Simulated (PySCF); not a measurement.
H₄Ge, charge -1, doublet, at the geometry of the source list (a state made from the parent by changing its charge; the spin is typed, not shown lowest) (in this run its highest filled SCF level lies above zero, so its values depend strongly on the basis, on diffuse functions most of all); PySCF with PBE0/STO-3G.

Input for PySCF:
```python
from pyscf import gto, scf, dft

mol = gto.Mole()
mol.atom = '''
    Ge    0.00070000   -0.00520000    0.00070000
    H    -0.60280000   -0.84850000   -1.05720000
    H     0.55780000   -0.85190000    1.08020000
    H    -1.03980000    0.88740000    0.56100000
    H     1.08410000    0.81820000   -0.58470000
'''
mol.basis = 'sto-3g'
mol.charge = -1
mol.spin = 1
mol.verbose = 4
mol.build()

mf = dft.UKS(mol)
mf.xc = 'pbe0'
mf.kernel()
mf.analyze()
```

Task: Predict the main parts of the log of this PySCF run.

Result: 
```
PySCF version 2.14.0

[INPUT] verbose = 4
[INPUT] num. atoms = 5
[INPUT] num. electrons = 37
[INPUT] charge = -1
[INPUT] spin (= nelec alpha-beta = 2S) = 1
[INPUT] symmetry False subgroup None
[INPUT] Mole.unit = angstrom
[INPUT] Symbol           X                Y                Z      unit          X                Y                Z       unit  Magmom
[...]
nuclear repulsion = 47.0448821530813
number of shells = 12
number of NR pGTOs = 66
number of NR cGTOs = 22
basis = sto-3g
ecp = {}

******** <class 'pyscf.dft.uks.UKS'> ********
method = UKS
initial guess = minao
damping factor = 0
level_shift factor = 0
DIIS = <class 'pyscf.scf.diis.CDIIS'>
diis_start_cycle = 1
diis_space = 8
diis_damp = 0
SCF conv_tol = 1e-09
SCF conv_tol_grad = None
SCF max_cycles = 50
direct_scf = True
direct_scf_tol = 1e-13
number electrons alpha = 19  beta = 18
XC library pyscf.dft.libxc version 7.1.2
    S. Lehtola, C. Steigemann, M. J. T. Oliveira, and M. A. L. Marques,  SoftwareX 7, 1–5 (2018)
XC functionals = pbe0
    C. Adamo and V. Barone,  J. Chem. Phys. 110, 6158 (1999)
    M. Ernzerhof and G. E. Scuseria,  J. Chem. Phys. 110, 5029 (1999)
radial grids:
    Treutler-Ahlrichs [JCP 102, 346 (1995); DOI:10.1063/1.469408] (M4) radial grids

becke partition: Becke, JCP 88, 2547 (1988); DOI:10.1063/1.454033
pruning grids: <function nwchem_prune>
grids dens level: 3
symmetrized grids: False
atomic radii adjust function: <function treutler_atomic_radii_adjust>
small_rho_cutoff = 0
Set gradient conv threshold to 3.16228e-05
tot grids = 59872
init E= -2052.71251270185

cycle= 1 E= -2054.69915480745  delta_E= -1.99  |g|= 0.295  |ddm|= 2.77
cycle= 2 E= -2054.73007866192  delta_E= -0.0309  |g|= 0.271  |ddm|= 1.21
cycle= 3 E= -2054.77997298008  delta_E= -0.0499  |g|= 0.0104  |ddm|= 0.541
cycle= 4 E= -2054.78008299584  delta_E= -0.00011  |g|= 0.00151  |ddm|= 0.0395
cycle= 5 E= -2054.78010409612  delta_E= -2.11e-05  |g|= 0.00146  |ddm|= 0.0411
cycle= 6 E= -2054.7801087851  delta_E= -4.69e-06  |g|= 0.00137  |ddm|= 0.00904
cycle= 7 E= -2054.78014256648  delta_E= -3.38e-05  |g|= 0.00123  |ddm|= 0.0766
cycle= 8 E= -2054.78017492613  delta_E= -3.24e-05  |g|= 0.000853  |ddm|= 0.0985
cycle= 9 E= -2054.78019951826  delta_E= -2.46e-05  |g|= 0.000274  |ddm|= 0.167
cycle= 10 E= -2054.78019972365  delta_E= -2.05e-07  |g|= 0.000215  |ddm|= 0.00599
cycle= 11 E= -2054.78020035152  delta_E= -6.28e-07  |g|= 0.000152  |ddm|= 0.0185
cycle= 12 E= -2054.78020057357  delta_E= -2.22e-07  |g|= 9.51e-05  |ddm|= 0.00599
cycle= 13 E= -2054.78020081292  delta_E= -2.39e-07  |g|= 6.46e-05  |ddm|= 0.0116
cycle= 14 E= -2054.78020083473  delta_E= -2.18e-08  |g|= 4.48e-05  |ddm|= 0.00291
cycle= 15 E= -2054.78020084588  delta_E= -1.12e-08  |g|= 1.6e-05  |ddm|= 0.00359
cycle= 16 E= -2054.78020084673  delta_E= -8.5e-10  |g|= 2.56e-06  |ddm|= 0.000899
Extra cycle  E= -2054.78020084674  delta_E= -1.32e-11  |g|= 2.27e-06  |ddm|= 4.25e-05
converged SCF energy = -2054.78020084674  <S^2> = 0.75077653  2S+1 = 2.0007764
**** SCF Summaries ****
Total Energy =                       -2054.780200846742446
Nuclear Repulsion Energy =              47.044882153081318
One-electron Energy =                -2987.721535481854971
Two-electron Energy =                  885.896452482031350
Two-electron Coulomb Energy =          967.392593739768131
DFT Exchange-Correlation Energy =      -81.496141257736795
**** MO energy ****
                             alpha | beta                alpha | beta
[...]
To work with the spin densities directly, `use mulliken_meta_spin()` only printing them here.

 ** Mulliken spin pop alpha/beta on meta-lowdin orthogonal AOs **
 ** Mulliken Spin Density (per AO)  **
spin_pop of  0 Ge 1s        0.00000
spin_pop of  0 Ge 2s        0.00000
spin_pop of  0 Ge 3s       -0.00000
spin_pop of  0 Ge 4s        0.00299
spin_pop of  0 Ge 2px      -0.00000
spin_pop of  0 Ge 2py       0.00000
spin_pop of  0 Ge 2pz      -0.00000
spin_pop of  0 Ge 3px      -0.00001
spin_pop of  0 Ge 3py       0.00093
spin_pop of  0 Ge 3pz      -0.00002
spin_pop of  0 Ge 4px      -0.01047
spin_pop of  0 Ge 4py       0.56471
spin_pop of  0 Ge 4pz      -0.01748
spin_pop of  0 Ge 3dxy     -0.00261
spin_pop of  0 Ge 3dyz     -0.00271
spin_pop of  0 Ge 3dz^2     0.00795
spin_pop of  0 Ge 3dxz      0.02427
spin_pop of  0 Ge 3dx2-y2    0.00235
spin_pop of  1 H 1s        0.13862
spin_pop of  2 H 1s        0.11628
spin_pop of  3 H 1s        0.09463
spin_pop of  4 H 1s        0.08055
 ** Mulliken Spin Density (per atom)  **
spin density of  0 Ge =      0.56991
spin density of  1 H =      0.13862
spin density of  2 H =      0.11628
spin density of  3 H =      0.09463
spin density of  4 H =      0.08055
 ** Mulliken pop alpha/beta on meta-lowdin orthogonal AOs **
 ** Mulliken pop       alpha | beta **
[...]
In total            19.00000 | 18.00000
 ** Mulliken atomic charges   ( Nelec_alpha | Nelec_beta ) **
charge of  0Ge =     -0.15819  (    16.36405     15.79414 )
charge of  1H =     -0.22246  (     0.68054      0.54192 )
charge of  2H =     -0.21184  (     0.66406      0.54778 )
charge of  3H =     -0.20723  (     0.65093      0.55630 )
charge of  4H =     -0.20029  (     0.64042      0.55987 )

WARN: System has nonzero charge -1; the dipole moment is origin-dependent.
Location of origin: [0. 0. 0.]

Dipole moment(X, Y, Z, Debye):  0.03899,  0.30374,  0.02258
```
